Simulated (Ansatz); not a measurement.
ReClO3⁻, that is ReO3Cl with one electron more. The state is a doublet with charge -1. Geometry PBE-D4/def2-SVPD; atoms count from 1.

```xyz
5

Re    0.143   -0.057    0.019
O     1.454    0.709    0.896
O    -0.347   -1.639    0.654
O     0.479   -0.363   -1.695
Cl   -1.730    1.350    0.125
```

In the def2 sets Re takes a core potential; there is no spin–orbit coupling.

(1) Estimate the Mulliken populations from the PBE0/def2-TZVPD orbitals of Ansatz.

(2) Where does the spin sit?

(3) And the Mayer bond orders between heavy atoms (over 0.3)?

Results:

(1) 
```csv
atom,charge (e),spin (α − β),d electrons
Re1,1.54,0.67,4.46
O2,-0.65,-0.01,–
O3,-0.66,0.16,–
O4,-0.66,0.16,–
Cl5,-0.58,0.01,–
```
Mulliken values depend strongly on the basis. With diffuse functions, as here, like atoms can get unlike values, and bond orders can come out too low or too high.

(2) Summed by element: Re 0.67, O 0.31, Cl 0.01, of 1 unpaired in all. Largest on single atoms: Re1 0.67, O3 0.16, O4 0.16.

(3) Re1–O2 1.65 (1.75 Å); Re1–O3 1.62 (1.77 Å); Re1–O4 1.62 (1.77 Å); Re1–Cl5 0.73 (2.34 Å).
